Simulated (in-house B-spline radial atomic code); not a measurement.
Results of a calculation; reference values are marked as such.
# C6 from the polarisability at imaginary frequency: Cu⁺

PBE0 linear response of the closed shell [Ar] 3d10, from a B-spline radial code for spherical atoms; scalar-relativistic (spin-free one-electron X2C), finite nucleus, no spin-orbit coupling.

The dispersion coefficient of two like species is C6 = (3/π) ∫ α(iu)² du from 0 to ∞.

| u (hartree) | α(iu) (bohr³) |
| --- | --- |
| 0 | 7.237 |
| 0.0849 | 6.952 |
| 0.198 | 6.023 |
| 0.339 | 4.84 |
| 0.566 | 3.557 |
| 0.849 | 2.636 |
| 1.27 | 1.864 |
| 1.98 | 1.197 |
| 2.83 | 0.7979 |
| 4.24 | 0.4782 |
| 7.07 | 0.2315 |
| 14.1 | 0.07717 |

(1) Fit one oscillator, α(iu) = α(0)/(1 + u²/ω²), through u = 1.27 and estimate C6.

(2) How does that compare with the full integral?

Answers

(1) From α(0)/α(iu) − 1 = 7.237/1.864 − 1 = 2.8825, ω = u/√2.8825 = 0.7480 hartree (20.4 eV). London's formula gives C6 = (3/4) α(0)² ω = 0.75 × 7.237² × 0.7480 = 29.38 hartree·bohr⁶, and the oscillator holds f = α(0) ω² = 4.05 electrons, of a sum of oscillator strengths of 27.9.

(2) The program's quadrature over all excitations gives C6 = 24.26, so the single oscillator is off by +21.1 %. At the last point the fit gives α = 0.0203 against 0.0772: higher excitations, and deeper shells where there are any, keep the true curve higher at large u.
